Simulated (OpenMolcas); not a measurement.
**Bi3+: effect of the active space**

* Program: OpenMolcas
* Method: CASSCF
* Basis: ANO-RCC-VDZ
* Scalar Hamiltonian: DKH2, point nucleus
* Spin-orbit coupling: state interaction with AMFI integrals over the reference wave functions, term energies averaged over their components

A. 2 electrons in 4 orbitals (6s 6p); 2S+1 = 3 even, 3 roots; 2S+1 = 1 even, 7 roots; 2S+1 = 3 odd, 3 roots; 2S+1 = 1 odd, 3 roots; cost of the order of 12 core-seconds
B. 2 electrons in 8 orbitals (6s 6p 7s 7p); 2S+1 = 3 even, 3 roots; 2S+1 = 1 even, 7 roots; 2S+1 = 3 odd, 3 roots; 2S+1 = 1 odd, 3 roots; cost of the order of 16 core-seconds

Energies in cm⁻¹ above 6s² ¹S₀, the measured ground level; measured values from Moore, Atomic Energy Levels, vol. III, NSRDS-NBS 35 (1971 reprint of NBS Circular 467, 1958).

```csv
Level,A,B,Measured
6s² ¹S₀,0.0,0.0,0.0
6s 6p ³P°₀,67146,67932,70968
6s 6p ³P°₁,72911,73680,75926
6s 6p ³P°₂,91734,92486,96423
6s 6p ¹P°₁,120659,121369,114602
6p² ³P₀,168703,170460,166552
```

Deviations, from unrounded energies. A percentage is the sum of absolute deviations over the sum of measured energies, with the sign that they share, or ± where signs differ.

```tsv
Against measurement	Levels	A	B
mean absolute deviation (cm-1)	5	3900	4000
other configurations (%)	5	±3.8	±3.8
```

A, B lie about equally close to measurement. The largest miss of A in the table is 6s 6p ¹P°₁, by +6100 cm-1. The ranking rests on the paired levels alone, and a cruder setting can come out closer through cancelling errors.

Between A and B the level of the table that moves most is 6p² ³P₀, by 1800 cm-1 (lowest in A, highest in B).

The ¹D term of p² mixes with s d, which this space lacks. Spin-orbit splittings of 6p shells tend to come out small when the coupling is added on scalar orbitals. The basis is small and was not contracted for so high a charge. Active for correlation alone: 7p 7s; no level in the range computed is led by a configuration that fills them, so any true level of that kind is missing (holds for B). Measured partners are found by configuration, term and J. A level has none where our copy of the source lacks it or the pairing is in doubt (some pairs that miss far off the trend of their configuration count as doubtful), and it then counts in no deviation. Only configurations of the active space appear. Levels that lie high or do not pair safely by name in every column are left out.

° marks odd parity.
